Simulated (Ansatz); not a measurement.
The same path of CH6Si + ClH3Si (13 atoms, charge 0, multiplicity 1) was run twice with different band settings. Lost on the way: Si1–C2, Si6–Cl7. Made: Si1–Cl7, C2–Si6.

The calculation used Ansatz, RKS PBE/def2-SVP.

Relaxed end points:

```xyz
13
Properties=species:S:1:pos:R:3
Si -1.142 1.612 0.307
C -0.744 1.120 -1.476
H -1.250 0.395 1.191
H -2.459 2.345 0.370
H -0.078 2.516 0.873
Si 1.480 -2.326 0.876
Cl 2.274 -0.428 0.519
H 2.346 -3.025 1.883
H 0.085 -2.174 1.404
H 1.469 -3.093 -0.413
H -1.528 0.452 -1.888
H -0.683 2.017 -2.126
H 0.229 0.590 -1.521
```

```xyz
13
Properties=species:S:1:pos:R:3
Si -0.559 2.222 1.813
C 0.103 -0.755 -1.868
H -0.298 2.945 3.102
H -1.314 0.953 2.070
H -1.329 3.107 0.876
Si 0.437 -1.920 -0.415
Cl 1.276 1.750 0.933
H -0.396 -1.536 0.783
H 0.087 -3.340 -0.781
H 1.889 -1.886 -0.014
H -0.967 -0.781 -2.158
H 0.366 0.286 -1.591
H 0.706 -1.044 -2.753
```

Common settings: movable images 5; climbing image yes; spring 5.0 eV/Å²; optimiser quadratic models (default); start path through a guess of the saddle point; iteration limit 60; end points relaxed.

| run | force threshold |
| --- | --- |
| 1 | 0.05 eV/Å |
| 2 | 0.5 eV/Å |

(1) What does each run give, and how far can it be trusted?

## Answers

(1) Run 1: converged after 10 iterations, highest image 2.596 eV above the first end. Neighbouring images differ by up to 2.1 eV, so the band resolves the path poorly. A vibrational analysis at the climbing image gives one clearly imaginary mode, 275i cm⁻¹: a first-order saddle point.
Run 2: converged after 4 iterations, highest image 2.601 eV above the first end. The threshold of 0.5 eV/Å is loose, so the images may lie well off the minimum-energy path. Neighbouring images differ by up to 1.9 eV, so the band resolves the path poorly. The order of the stationary point at the top wasn't checked.
The orbitals stay closed-shell, which can raise the energy where a bond breaks towards radicals; this wasn't checked here.
